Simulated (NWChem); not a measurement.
NiHSBr, triplet; SMILES [Br][Ni][SH]

```xyz
4

Ni    -0.1147     0.2757     0.0000
Br     0.3639    -1.9106     0.0000
S     -0.3700     2.4030     0.0000
H     -1.7244     2.3596     0.0000
```
Atoms are numbered in this order, from 1.

Program: NWChem. Pople sets run with spherical d functions. Spin-unrestricted. In the optimisation the excess spin sits in a' and a" (Cs, its own frame). All runs use the structure optimised with PBE0/def2-SVP, spin-unrestricted. This spin state was assumed; another may lie lower. No stability test was run on the SCF state. B3LYP is NWChem's, with the RPA form of VWN correlation. Vzz is the largest principal value of the second derivative of the potential at the nucleus (NWChem prints the opposite sign); η is the asymmetry. Non-relativistic.

For level B3LYP/6-31G*:

- Vzz Ni1 (a.u.) = 2.889
- η Ni1 = 0.81
- Vzz Br2 (a.u.) = 1.744
- η Br2 = 0.93
- Vzz S3 (a.u.) = 1.444
- η S3 = 0.01

Problem. Estimate the same quantities for level CAM-B3LYP/def2-SVP.

Solution. 
| Property | Value |
|---|---|
| Vzz Ni1 (a.u.) | 1.208 |
| η Ni1 | 0.41 |
| Vzz Br2 (a.u.) | 2.079 |
| η Br2 | 0.48 |
| Vzz S3 (a.u.) | 1.594 |
| η S3 | 0.12 |
